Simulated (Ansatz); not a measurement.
`CN[SiH2][SiH2]N`, relaxed with RKS PBE-D4/def2-SVP in Ansatz from a rough embedded geometry. The force threshold is 0.03 eV/Å; the program also tests the step.

The species carries charge 0 and has multiplicity 1.

Start:

```xyz
15

C    -1.262    0.822   -1.498
N    -1.693   -0.096   -0.544
Si   -0.650   -1.160    0.291
Si    1.061   -0.183    1.529
N     2.129    0.797    0.503
H    -0.540    1.613   -1.075
H    -2.112    1.448   -1.871
H    -0.780    0.401   -2.339
H    -2.495   -0.624   -0.970
H    -1.571   -1.948    1.214
H    -0.157   -2.104   -0.736
H     1.974   -1.195    2.047
H     0.654    0.752    2.537
H     2.796    1.278    1.061
H     2.645    0.198   -0.150
```

(1) By how much does the energy fall, and how many steps does the optimiser take? (Best estimate.)

(2) Which bonds change most? (Best estimate.)

(3) Give the relaxed structure. (Estimate.)

## Answers

(1) Computed: 70.13 kJ/mol, in 12 steps, 1 of them rejected.

(2) Ansatz gave: Si4–H13 from 1.434 to 1.508 Å; Si4–H12 from 1.458 to 1.521 Å; C1–N2 from 1.393 to 1.455 Å; C1–H8 from 1.057 to 1.118 Å.

(3) Computed: 
```xyz
15

C    -1.124    0.889   -1.444
N    -1.625   -0.172   -0.583
Si   -0.612   -1.324    0.252
Si    1.016   -0.169    1.506
N     1.985    0.773    0.372
H    -0.133    1.228   -1.076
H    -1.798    1.773   -1.428
H    -0.995    0.589   -2.513
H    -2.572   -0.482   -0.817
H    -1.514   -2.128    1.153
H     0.120   -2.331   -0.628
H     1.778   -1.161    2.372
H     0.381    0.820    2.450
H     2.652    1.444    0.767
H     2.443    0.252   -0.383
```
